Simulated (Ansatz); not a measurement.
Stepwise reaction of `[F][Sn]([F])([SiH3])[Cl]` with hydrogen, as a gas-phase model of exchange steps in deposition or etching. ΔE in kJ/mol; ΔG adds harmonic PBE0-D4 terms to CCSD(T)/CBS, at 1 bar.

Isolated molecules relaxed with PBE0-D4/def2-TZVP in Ansatz; ΔE leaves out vibrations. CBS: MP2 limit from def2 TZ/QZ plus the TZ coupled-cluster correction, frozen cores. This one scheme is used for every species. Functionals use def2-TZVPP. B3LYP here is the variant with VWN-RPA as its local correlation; programs differ in this. def2 core potentials past Kr. For Sn outer-core shells are correlated without core-valence functions, which leaves a few kJ/mol of doubt a bond.

```json
{"step": "1", "reaction": "`[F][Sn]([F])([SiH3])[Cl]` + H₂ → `[F][SnH]([SiH3])[Cl]` + H–F", "PBE-D4": "46.2", "B3LYP-D4": "47.9", "ωB97M-V": "43.7", "CCSD(T)/CBS": "42.7", "ΔG(500 K)": "42.6"}
```

(1) Give the row of step 2, `[F][SnH]([SiH3])[Cl]` + H₂ → `[SiH3][SnH2][Cl]` + H–F. (An estimate is asked.)

(2) By hand: ΔE of the 2 steps together at CCSD(T)/CBS.

Answers

(1) Computed: 
| step | reaction | PBE-D4 | B3LYP-D4 | ωB97M-V | CCSD(T)/CBS | ΔG(500 K) |
| --- | --- | --- | --- | --- | --- | --- |
| 2 | `[F][SnH]([SiH3])[Cl]` + H₂ → `[SiH3][SnH2][Cl]` + H–F | 45.6 | 47.7 | 42.2 | 40.6 | 40.4 |

(2) (42.7) + (40.6) = 83.3 kJ/mol, or 41.7 kJ/mol a step.

In ΔE the steps differ by no more than 2.1 kJ/mol. All are uphill at CCSD(T)/CBS. ΔG lies between 40.4 and 42.6 kJ/mol a step. PBE-D4 differs from CCSD(T)/CBS by 3.5 to 5.0 kJ/mol a step. Isolated molecules leave out the surface, adducts and barriers. Largest T1 diagnostic: 0.014.
